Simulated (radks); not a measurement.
All-electron atom: H- in [He].

Calculated with a radial shooting solver on a logarithmic mesh with Libxc functionals: non-relativistic Kohn-Sham, PBE, spin-polarised, spherical densities, point nucleus; Watson sphere of charge +0.81 and radius 2.2 bohr.

Energy parts (hartree; the electron-nucleus part includes the sphere):
part                    energy
total                 -1.16902
kinetic                0.65086
electron-nucleus      -2.27844
Hartree                0.97972
exchange-correlation  -0.52115

Orbitals (lengths in bohr, moments of r in powers of bohr; <r^-3> diverges for s and p1/2; r(90%) holds 90 % of the orbital's charge):
\begin{tabular}{lrrrrrr}
orbital & occ. & eigenvalue (hartree) & r(90%) & <r^2> & <r^-3> & <r^4> \\ \hline
1s & 2 & -0.16903 & 3.46 & 5.041 & - & 66.73 \\
\end{tabular}

The highest occupied level is 1s at -4.600 eV. The electron density at the nucleus is 0.4091 e/bohr^3.
